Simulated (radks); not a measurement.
Question: Valence configurations of Fe2+ (all share [Ar]). All-electron calculation, Dirac Kohn-Sham, PBEsol, spin-unpolarised, spherical densities, finite nucleus; open shells are shared between the two j in proportion to 2j + 1; Fermi nuclear charge, rms radius 3.7377 fm. Program: a radial shooting solver on a logarithmic mesh with Libxc functionals. Order these by energy: 3d5 4s1; 3d4 4p2; 3d4 4s2; 3d5 4p1; 3d5.5 4p0.5; 3d5.5 4s0.5; 3d3 4p3; 3d6; 3d3 4s2 4p1.

Answer: From the lowest, in eV above it: 3d6 0.000; 3d5.5 4s0.5 3.291; 3d5.5 4p0.5 6.362; 3d5 4s1 7.541; 3d5 4p1 13.944; 3d4 4s2 19.337; 3d4 4p2 33.250; 3d3 4s2 4p1 43.694; 3d3 4p3 58.798. NIST lists [Ar] 3d6 as the ground configuration; this level of theory agrees among the configurations tried. The energies are those of spherical spin-averaged densities, not of single terms.
